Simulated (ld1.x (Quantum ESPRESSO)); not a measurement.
## Before and after: PAW potential for copper (Cu)

* Element: Cu
* Generator: ld1.x (Quantum ESPRESSO) 7.5
* Type: PAW
* Functional: PBEsol
* Relativity: scalar-relativistic
* Frozen core: [Ar]
* Valence charge: 11
* Reference configuration: 3d10 4s1 4p0
* Partial waves: 4s (bound): rcut 1.65, rcutus 2.30 bohr; 4s channel at 1.05 Ry: rcut 1.65, rcutus 2.30 bohr; 4p (bound, empty): rcut 2.05, rcutus 2.80 bohr; 4p channel at 2.1 Ry: rcut 2.05, rcutus 2.80 bohr; 3d (bound): rcut 1.40, rcutus 1.55 bohr; 3d channel at 0.05 Ry: rcut 1.40, rcutus 1.55 bohr
* Local potential: all-electron potential smoothed inside 2.60 bohr (lloc = -1)
* Core correction: Bessel-smoothed model core, default radius (core density twice the valence density)
* Augmentation charge: BESSEL, radius 1.15 bohr

All-electron outer shells of the reference configuration (PBEsol, scalar-relativistic, ld1.x):

```csv
shell,level (eV),outermost node (bohr),outermost maximum (bohr)
3s,-114.40,0.29,0.61
3p,-72.00,0.26,0.62
3d,-5.06,–,0.60
4s,-4.61,0.89,2.27
4p,-0.64,0.98,3.56
```

Change: wave 3d channel at 0.05 Ry: rcut 1.40, rcutus 1.55 bohr becomes 3d channel at 1.51 Ry: rcut 1.40, rcutus 1.55 bohr.

Cutoffs: the cutoffs (Ry, on a coarse ladder) from which the occupation-weighted sum of valence levels, in a spherical-Bessel basis at the reference potential, stays within 10 and 1 mRy of its value at 400 Ry; they do not see the model core or the augmentation charge, which bear on the density cutoff. Errors are all-electron minus pseudo energies relative to the spin-unpolarised reference configuration.

Question: Predict the effect on cutoff, ghosts and configuration errors.

Answer: The potential gets neither clearly harder nor softer (45 Ry and 80 Ry → 45 Ry and 80 Ry); of the 7 tests that both files solve, the error grows in 0 and shrinks in 4 by more than 15 % and 0.3 meV (median size 59.8 → 47.9 meV); neither file shows a bound ghost.

```tsv
quantity	base	changed
cutoff, loose	45 Ry	45 Ry
cutoff, tight	80 Ry	80 Ry
loose cutoff by channel (10 mRy a level)	s 6 Ry, d 40 Ry	s 6 Ry, d 35 Ry
bound ghosts	none	none
error for 3d10 4s0 4p0, meV [ΔE 8.10 eV]	-9.0	-7.3
error for 3d9 4s0 4p0, meV [ΔE 29.42 eV]	-60	-53
error for 3d8 4s0 4p0, meV [ΔE 68.41 eV]	-613	-493
error for 3d10 4s0 4p1, meV [ΔE 4.17 eV]	-3.5	-3.4
error for 3d9 4s1 4p1, meV [ΔE 6.86 eV]	-67	-49
error for 3d9 4s1 4p0, meV [ΔE 11.61 eV]	-63	-48
error for 3d10 4s0.5 4p0, meV [ΔE 3.15 eV]	-2.1	-1.8
s: phases at 3.05 bohr within 0.05 rad from the reference energy up to (Ry; the scan ends near 5)	to the end of the scan	to the end of the scan
p: phases at 3.05 bohr within 0.05 rad from the reference energy up to (Ry; the scan ends near 5)	3.5	3.5
d: phases at 3.05 bohr within 0.05 rad from the reference energy up to (Ry; the scan ends near 5)	4.5	4.8
lowest overlap eigenvalue by channel	s 0.41, p 0.67, d 1.00	s 0.41, p 0.67, d 0.27
```
